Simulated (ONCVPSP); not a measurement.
# zirconium: variants of one ONCV potential

Base potential:

```json
{"Element": "Zr", "Generator": "ONCVPSP 4.0.1", "Type": "optimised norm-conserving Vanderbilt (ONCV)", "Functional": "PBE", "Relativity": "scalar-relativistic", "Frozen core": "[Ar] 3d10", "Valence charge": "12", "Reference configuration": "4s2 4p6 4d3 5s1", "Partial waves": "4s+5s: rc 2.25 bohr, ncon 5, nbas 9, qcut 5.7 1/bohr, 2 projectors; 4p: rc 1.55 bohr, ncon 4, nbas 7, qcut 6.4 1/bohr, 2 projectors, debl 3.1 Ha; 4d: rc 2.90 bohr, ncon 3, nbas 8, qcut 4.7 1/bohr, 2 projectors, debl 3.2 Ha", "Local potential": "polynomial inside 1.40 bohr (lpopt 5, dvloc0 0 Ha)", "Core correction": "Teter function fitted to the true core (icmod 2), fcfact 0.6"}
```

All-electron outer shells of the reference configuration (PBE, scalar-relativistic, ld1.x):

```json
{"shell": "3d", "level (eV)": "-172.48", "outermost node (bohr)": "–", "outermost maximum (bohr)": "0.35"}
{"shell": "4s", "level (eV)": "-52.42", "outermost node (bohr)": "0.55", "outermost maximum (bohr)": "1.08"}
{"shell": "4p", "level (eV)": "-30.51", "outermost node (bohr)": "0.56", "outermost maximum (bohr)": "1.19"}
{"shell": "5s", "level (eV)": "-3.84", "outermost node (bohr)": "1.48", "outermost maximum (bohr)": "3.23"}
{"shell": "4d", "level (eV)": "-2.33", "outermost node (bohr)": "0.58", "outermost maximum (bohr)": "1.65"}
```

Cutoffs, loose and tight: the cutoffs (Ha) at which the residual kinetic energy of the hardest occupied pseudo-wave falls to 1 and 0.1 mHa per electron. They do not see the model core or the augmentation charge, which bear on the density cutoff. Test errors are all-electron minus pseudo excitation energies from the reference, over the configurations 4s2 4p6 4d2 5s2; 4s2 4p6 4d2 5s1; 4s2 4p6 4d2 5s0; 4s2 4p6 4d3 5s0. A dash means not determined; rows that change the core or the reference have their own tests.

| change | outcome | cutoff, loose | cutoff, tight | bound ghosts | GHOST(+) flags above zero | largest test error (meV) |
| --- | --- | --- | --- | --- | --- | --- |
| base | generated | 18 Ha | 49 Ha | none | s | +21 |
| all radii but the core radius scaled by about 0.77 (s 1.74, p 1.20, d 2.24 bohr); local potential polynomial inside 1.08 bohr (lpopt 5, dvloc0 0 Ha) | generated | 38 Ha | 86 Ha | none | s | +5.4 |
| all radii but the core radius scaled by about 0.85 (s 1.90, p 1.32, d 2.46 bohr); local potential polynomial inside 1.18 bohr (lpopt 5, dvloc0 0 Ha) | generated | 35 Ha | 77 Ha | none | s | +9.8 |
| all radii but the core radius scaled by about 0.91 (s 2.06, p 1.42, d 2.64 bohr); local potential polynomial inside 1.28 bohr (lpopt 5, dvloc0 0 Ha) | generated | 22 Ha | 66 Ha | none | s | +14 |
| all radii but the core radius scaled by about 0.97 (s 2.18, p 1.50, d 2.80 bohr); local potential polynomial inside 1.36 bohr (lpopt 5, dvloc0 0 Ha) | generated | 19 Ha | 55 Ha | none | s | +18 |
| all radii but the core radius scaled by about 1.05 (s 2.36, p 1.62, d 3.04 bohr); local potential polynomial inside 1.46 bohr (lpopt 5, dvloc0 0 Ha) | generated | 16 Ha | 30 Ha | none | none | +25 |
| all radii but the core radius scaled by about 1.11 (s 2.50, p 1.72, d 3.22 bohr); local potential polynomial inside 1.56 bohr (lpopt 5, dvloc0 0 Ha) | generated | 13 Ha | 20 Ha | none | none | +30 |
| all radii but the core radius scaled by about 1.20 (s 2.70, p 1.86, d 3.48 bohr); local potential polynomial inside 1.68 bohr (lpopt 5, dvloc0 0 Ha) | generated | 9.3 Ha | 16 Ha | none | d | +39 |
| all radii but the core radius scaled by about 1.32 (s 2.98, p 2.04, d 3.84 bohr); local potential polynomial inside 1.84 bohr (lpopt 5, dvloc0 0 Ha) | generated | 9.9 Ha | 12 Ha | none | d | -269 |

(1) What comes out with this change to the base: all radii but the core radius scaled by about 1.24 (s 2.80, p 1.92, d 3.60 bohr); local potential polynomial inside 1.74 bohr (lpopt 5, dvloc0 0 Ha)?

## Answers

(1) outcome: generated; cutoff, loose: 9.4 Ha; cutoff, tight: 12 Ha; bound ghosts: none; GHOST(+) flags above zero: none; largest test error (meV): -236.

Reading the sweep of the scale of all radii but the core radius (base = 1) (base included, trends over the rows without a ghost): The loose cutoff is not monotonic: lowest 9.3 Ha at 1.2, highest 38 Ha at 0.77. The median size of the test errors (rows with all tests solved) rises from 2.7 meV at 0.77 to 47.3 meV at 1.32. More of the atom is replaced by a form fitted at one configuration, so other configurations suffer as the radius grows.
